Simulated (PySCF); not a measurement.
SMILES O[Si](O)([Ge]([Cl])([Cl])[Cl])O (H₃Cl₃GeO₃Si), PBE0/def2-SVP optimised geometry.

```
11

Si    -0.73    -1.12    -1.85
O      0.26    -2.38    -2.14
O     -0.80    -0.11    -3.14
O     -2.23    -1.63    -1.43
Ge     0.16     0.11     0.00
Cl    -0.46     2.18     0.00
Cl    -0.46    -0.73     1.90
Cl     2.33     0.11     0.00
H      1.19    -2.20    -2.33
H     -1.31     0.69    -3.07
H     -2.33    -2.18    -0.65
```

Density from PySCF with PBE0/def2-TZVP at that geometry.

Minimum of the electron density along straight lines between bonded atoms, close to the bond critical point (lines longer than 1.1 times the sum of covalent radii, or with two minima, are not listed):

```json
[
 {"bond": "Si1–O2", "length / Å": "1.638", "ρ at the minimum / e bohr⁻³": "0.143", "∇²ρ there / e bohr⁻⁵": "0.84", "position (fraction from the first atom)": "0.41"},
 {"bond": "Si1–O3", "length / Å": "1.638", "ρ at the minimum / e bohr⁻³": "0.143", "∇²ρ there / e bohr⁻⁵": "0.85", "position (fraction from the first atom)": "0.41"},
 {"bond": "Si1–O4", "length / Å": "1.638", "ρ at the minimum / e bohr⁻³": "0.143", "∇²ρ there / e bohr⁻⁵": "0.84", "position (fraction from the first atom)": "0.41"},
 {"bond": "Si1–Ge5", "length / Å": "2.388", "ρ at the minimum / e bohr⁻³": "…", "∇²ρ there / e bohr⁻⁵": "…", "position (fraction from the first atom)": "0.36"},
 {"bond": "Ge5–Cl6", "length / Å": "2.163", "ρ at the minimum / e bohr⁻³": "0.104", "∇²ρ there / e bohr⁻⁵": "0.16", "position (fraction from the first atom)": "0.43"},
 {"bond": "Ge5–Cl7", "length / Å": "2.163", "ρ at the minimum / e bohr⁻³": "0.104", "∇²ρ there / e bohr⁻⁵": "0.16", "position (fraction from the first atom)": "0.43"},
 {"bond": "Ge5–Cl8", "length / Å": "2.163", "ρ at the minimum / e bohr⁻³": "0.104", "∇²ρ there / e bohr⁻⁵": "0.16", "position (fraction from the first atom)": "0.43"},
 {"bond": "O2–H9", "length / Å": "0.963", "ρ at the minimum / e bohr⁻³": "0.351", "∇²ρ there / e bohr⁻⁵": "-2.43", "position (fraction from the first atom)": "0.81"},
 {"bond": "O3–H10", "length / Å": "0.963", "ρ at the minimum / e bohr⁻³": "0.351", "∇²ρ there / e bohr⁻⁵": "-2.43", "position (fraction from the first atom)": "0.81"},
 {"bond": "O4–H11", "length / Å": "0.963", "ρ at the minimum / e bohr⁻³": "0.351", "∇²ρ there / e bohr⁻⁵": "-2.43", "position (fraction from the first atom)": "0.81"}
]
```

**Question.** What belongs in the gaps?

**Answer.** 
- Si1–Ge5, ρ at the minimum / e bohr⁻³: 0.090
- Si1–Ge5, ∇²ρ there / e bohr⁻⁵: -0.14
